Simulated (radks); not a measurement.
The numbers below are computed, except where a source is named.
Charge is removed step by step from the 5s1/2 level of neutral praseodymium, starting from [Xe] 4f3 6s2. Level of theory: Dirac Kohn-Sham, PBE, spin-unpolarised, spherical densities, point nucleus; open shells are shared between the two j in proportion to 2j + 1 (a radial shooting solver on a logarithmic mesh with Libxc functionals).

| removed (e) | E - E(0) (eV) | eigenvalue (eV) | E minus straight line (eV) |
|---|---|---|---|
| 0 | 0.000 | -38.975 | 0.000 |
| 0.1 | 3.945 | -39.930 | -0.467 |
| 0.2 | 7.987 | -40.919 | -0.837 |
| 0.3 | 12.130 | -41.936 | -1.106 |
| 0.4 | 16.375 | -42.977 | -1.273 |
| 0.5 | 20.726 | -44.039 | -1.334 |
| 0.6 | 25.184 | -45.120 | -1.288 |
| 0.7 | 29.750 | -46.218 | -1.134 |
| 0.8 | 34.428 | -47.331 | -0.868 |
| 0.9 | 39.217 | -48.459 | -0.491 |
| 1 | 44.120 | -49.601 | 0.000 |

Removing the whole electron costs 44.120 eV by Delta-SCF, against 38.975 eV from minus the eigenvalue at the starting occupation. Slater's transition state (half an electron removed) gives 44.039 eV. Integrating minus the eigenvalue over the occupation (Janak's theorem) gives 44.120 eV. The mean slope of the eigenvalue, de/dn, is 10.6 eV per electron.
